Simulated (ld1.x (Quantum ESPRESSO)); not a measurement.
## Before and after: RRKJ potential for arsenic

- Element: As
- Generator: ld1.x (Quantum ESPRESSO) 7.5
- Type: norm-conserving RRKJ (Kleinman–Bylander form)
- Functional: PBE
- Relativity: scalar-relativistic
- Frozen core: [Ar]
- Valence charge: 15
- Reference configuration: 3d10 4s2 4p1 (charge +2)
- Partial waves: 4s (bound): rc 1.50 bohr; 3d (bound): rc 0.85 bohr; 4p (bound): rc 1.75 bohr
- Local potential: the p channel
- Core correction: Bessel-smoothed model core inside 0.80 bohr
- rho0: 0.02

Change: all radii but the core radius scaled by about 0.88 (s 1.32, p 1.54, d 0.74 bohr).

Cutoffs: the cutoffs (Ry, on a coarse ladder) from which the occupation-weighted sum of valence levels, in a spherical-Bessel basis at the reference potential, stays within 10 and 1 mRy of its value at 400 Ry; they do not see the model core or the augmentation charge, which bear on the density cutoff. Errors are all-electron minus pseudo energies relative to the spin-unpolarised reference configuration.

Question: How do hardness, ghosts and transferability respond?

Answer: The bound ghost in s disappears; of the 7 tests that both files solve, the error grows in 5 and shrinks in 1 by more than 15 % and 0.3 meV (median size 4.5 → 7.6 meV).

| quantity | base | changed |
| --- | --- | --- |
| cutoff, loose | 260 Ry | over 300 Ry |
| cutoff, tight | over 300 Ry | over 300 Ry |
| loose cutoff by channel (10 mRy a level) | s 45 Ry, d 230 Ry, p 15 Ry | s 35 Ry, d 300 Ry, p 12 Ry |
| bound ghosts | s | none |
| error for 3d10 4s2 4p3, meV [ΔE -27.07 eV] | +4.5 | +7.8 |
| error for 3d10 4s2 4p2, meV [ΔE -17.92 eV] | +2.0 | +3.1 |
| error for 3d10 4s2 4p0, meV [ΔE 27.70 eV] | -9.1 | -7.6 |
| error for 3d10 4s1 4p4, meV [ΔE -17.65 eV] | +4.4 | +5.6 |
| error for 3d10 4s2 4p3.3, meV [ΔE -28.30 eV] | +5.4 | +9.2 |
| error for 3d9 4s2 4p3, meV [ΔE 23.76 eV] | -1337 | -1349 |
| error for 3d10 4s2 4p2.5, meV [ΔE -23.51 eV] | +3.0 | +5.2 |

 A true bound ghost makes a file unfit for plane-wave use even where its test errors are small: the radial tests pick states by their node count and pass the ghost by.
